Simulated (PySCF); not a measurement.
# Radial density of Pr (praseodymium, neutral)

r2SCAN, [Xe] 4f3 5d2, one real determinant (an excited configuration). Calculation: PySCF 2.14, in x2c-TZVPPall; the spin-free X2C one-electron Hamiltonian (Gaussian nucleus).

| r (bohr) | 4πr²ρ (e/bohr) | 4πr²(ρα − ρβ) |
| --- | --- | --- |
| 0.0274 | 69.24 | 0.0005 |
| 0.0461 | 79.19 | 0.0018 |
| 0.0776 | 102.0 | 0.0067 |
| 0.131 | 75.28 | 0.0391 |
| 0.220 | 88.23 | 0.2542 |
| 0.369 | 36.65 | 1.2700 |
| 0.621 | 38.37 | 2.6261 |
| 1.04 | 13.21 | 2.0360 |
| 1.76 | 6.648 | 1.0790 |
| 2.96 | 1.358 | 0.6153 |
| 4.97 | 0.2653 | 0.2581 |
| 8.36 | 0.04326 | 0.0432 |
| 14.1 | 0.0001903 | 0.0002 |

Densities and radii are taken from the X2C orbitals without a picture-change correction, which distorts them close to the nucleus.

⟨L²⟩ = 45.81 against 90 for a pure M term, so this real determinant mixes terms. Spin-orbit coupling, absent here, splits the open shell strongly. At r2SCAN the highest occupied level has a positive energy, so only the finite basis holds that electron; for this excited configuration the basis is too tight for the outer shell.
